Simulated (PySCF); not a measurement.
How methods differ on the ionisation energy of Xe

Xe [Xe] (1S) → Xe⁺ [Kr] 4d10 5s2 5p5 (2P), as a difference of total energies. All numbers are calculated (PySCF 2.14, scalar relativity by spin-free X2C-1e, in x2c-TZVPall (8s6p4d2f, 60 functions)). Correlated levels: valence: [Kr] 4d10 frozen. The calculations carry no spin-orbit coupling.

| method | ionisation energy (eV) | error (eV) |
| --- | --- | --- |
| UHF | 11.543 | -1.022 |
| BP86 | 12.542 | -0.023 |
| PBE | 12.384 | -0.181 |
| MP2 (valence) | 12.302 | -0.263 |
| SCS-MP2 (valence) | 12.232 | -0.333 |

Reference: 12.565 eV (measured; NIST levels, between the centres of gravity of the two terms).

Errors of the correlated levels include the incompleteness of this basis and the frozen core.
